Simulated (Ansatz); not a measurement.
The cluster B₈N⁺. Charge 1, multiplicity 1. Geometry PBE0-D4/def2-SVP, basis def2-TZVP, Ansatz.

```csv
atom,x (Å),y (Å),z (Å)
N1,-0.001,0.347,-0.211
B2,-0.005,1.661,-1.011
B3,-1.097,0.527,-1.238
B4,1.299,-0.782,1.562
B5,1.922,0.597,1.248
B6,0.004,-1.101,0.670
B7,-1.291,-1.753,-0.019
B8,1.091,1.347,0.097
B9,-1.921,-0.843,-1.098
```

```
run  HOMO (eV)  LUMO (eV)
  A     -13.27      -6.46
  B     -12.38      -7.57
  C     -10.73      -9.95
  D     -10.80      -9.62
  E     -11.42      -8.86
```

Another isomer (singlet) lies 5.46 eV lower at PBE0-D4/def2-TZVP; other spin states weren't run for this one.

Problem. The runs used CAM-B3LYP, PBE, PBE0, r2SCAN, ωB97X-V. Estimate which is which.

Solution. A ωB97X-V (range-separated); B CAM-B3LYP (range-separated); C PBE (0 % exact exchange); D r2SCAN (0 % exact exchange); E PBE0 (25 % exact exchange). Exact exchange lowers occupied and raises empty levels; among semilocal functionals meta-GGAs tend to open the gap a little, and such runs are hard to tell apart. The gap grows from 0.79 eV (PBE) to 6.81 eV (ωB97X-V). The restricted singlet is unstable towards broken spin symmetry in Hartree–Fock (as tested in another run); at ωB97X-V/def2-TZVP, CAM-B3LYP-D4/def2-TZVP, PBE-D4/def2-TZVP, r2SCAN-D4/def2-TZVP and others this wasn't settled.
